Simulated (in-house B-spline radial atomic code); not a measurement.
Radial electron density of Ta IV (Ta3+), [Xe] 4f14 (5d3/2)1 (7p1/2)1. Method: Dirac-Hartree-Fock, average of the jj configuration, Fermi nucleus of rms radius 5.3507 fm. Calculated with an all-electron radial atomic-structure program (B-spline basis).

Columns: r (bohr), 4πr²n(r) (electrons per bohr), bar.

```
0.000561    2.939 #
0.000712    4.315 #
0.000904    6.297 ##
 0.00115     9.14 ###
 0.00146    13.09 ####
 0.00185    18.48 ######
 0.00235    25.76 #########
 0.00298    35.12 ############
 0.00379    46.89 ################
 0.00481     60.5 ####################
  0.0061    75.03 #########################
 0.00775    88.76 ##############################
 0.00984    98.96 #################################
  0.0125    103.2 ###################################
  0.0159    100.5 ##################################
  0.0201    94.31 ################################
  0.0256    91.15 ###############################
  0.0325    98.57 #################################
  0.0412    116.1 #######################################
  0.0523    131.4 ############################################
  0.0665      129 ###########################################
  0.0844    111.2 #####################################
   0.107    102.6 ##################################
   0.136    115.3 #######################################
   0.173    119.7 ########################################
   0.219    91.82 ###############################
   0.278    63.17 #####################
   0.353    66.51 ######################
   0.449    73.16 ########################
    0.57    55.37 ###################
   0.723    31.76 ###########
   0.919    19.19 ######
    1.17    12.84 ####
    1.48    7.112 ##
    1.88    2.759 #
    2.39   0.8038 
    3.03   0.1741 
    3.85  0.02678 
    4.89   0.1833 
     6.2   0.2573 
    7.88   0.1129 
      10  0.01628 
    12.7 0.0006539 
    16.1 5.868e-06 
    20.5 6.968e-09
```

On this grid the curve has 5 maxima, near 0.0125, 0.0523, 0.173, 0.449, 6.2 bohr.

The 7p1/2 radial function P(r) = rR(r), positive near the nucleus, with its small component Q(r) (sign convention: Q ≈ (P' + κP/r)/2c):

| r (bohr) | P | Q |
| --- | --- | --- |
| 0.000442 | 0.0005236 | 0.001615 |
| 0.000712 | 0.0008512 | 0.002387 |
| 0.00115 | 0.001414 | 0.003503 |
| 0.00185 | 0.002414 | 0.005049 |
| 0.00298 | 0.00427 | 0.007118 |
| 0.00481 | 0.007792 | 0.009669 |
| 0.00775 | 0.01431 | 0.0123 |
| 0.0125 | 0.02557 | 0.01401 |
| 0.0201 | 0.04156 | 0.01294 |
| 0.0325 | 0.05501 | 0.007141 |
| 0.0523 | 0.04253 | -0.002219 |
| 0.0844 | -0.01928 | -0.007974 |
| 0.136 | -0.07886 | -0.002677 |
| 0.219 | -0.003374 | 0.005175 |
| 0.353 | 0.117 | 0.001582 |
| 0.57 | -0.02536 | -0.003556 |
| 0.919 | -0.1966 | -0.000726 |
| 1.48 | 0.04029 | 0.002195 |
| 2.39 | 0.3348 | 0.0005128 |
| 3.85 | -0.1057 | -0.001558 |
| 6.2 | -0.5072 | -0.0001292 |
| 10 | -0.1276 | 0.0002011 |
| 16.1 | -0.002423 | 5.891e-06 |
